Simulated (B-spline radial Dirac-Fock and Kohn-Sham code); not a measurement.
L1 emission of Rh⁺

System: the Rh⁺ ion, [Kr] 4d8.

The run's input, task.json:

```json
{"items": [{
  "Z": 45,
  "q": 1,
  "cfg": [[1, 0, 2], [2, 0, 2], [2, 1, 6], [3, 0, 2], [3, 1, 6], [3, 2, 10], [4, 0, 2], [4, 1, 6], [4, 2, 8]],
  "A": 103,
  "rrms": 4.4945,
  "do": ["binding", "quiet", "decay"],
  "holes": ["K", "L1", "L2", "L3", "M1", "M2", "M3", "M4", "M5", "N1", "N2", "N3"]
}]}
```

Launch: `python xray_run.py task.json out`

Method: independent-particle rates on relativistic LDA orbitals of the hole state (multipoles up to L = 3, Coulomb Auger matrix elements, transition energies from Dirac-Fock). Computed with a radial finite-basis atomic code.

| line | multipole | energy (eV) | width (meV) | share (%) |
| --- | --- | --- | --- | --- |
| L1-L2 | E1 | 270.6 | 0.0720 | 0.115 |
| L1-L3 | E1 | 413.1 | 0.540 | 0.860 |
| Lβ4 | E1 | 2894.0 | 19.4 | 31.0 |
| Lβ3 | E1 | 2919.2 | 32.9 | 52.4 |
| L1-M4 | E2 | – | 0.203 | 0.324 |
| L1-M5 | E2 | – | 0.304 | 0.484 |
| Lγ2 | E1 | 3364.6 | 3.43 | 5.46 |
| Lγ3 | E1 | 3368.5 | 5.85 | 9.32 |
| L1-N4 | E2 | 3417.6 | 0.0127 | 0.0202 |
| L1-N5 | E2 | 3418.1 | 0.0190 | 0.0302 |

The listed lines hold 100.0 % of the radiative rate. A dash stands for an energy that rests on an unreliable hole state. The radiative width is 0.0627 eV in the length form and 0.0626 eV in the velocity form; the two differ because the transition energies are not eigenvalue differences of the potential that gave the orbitals.
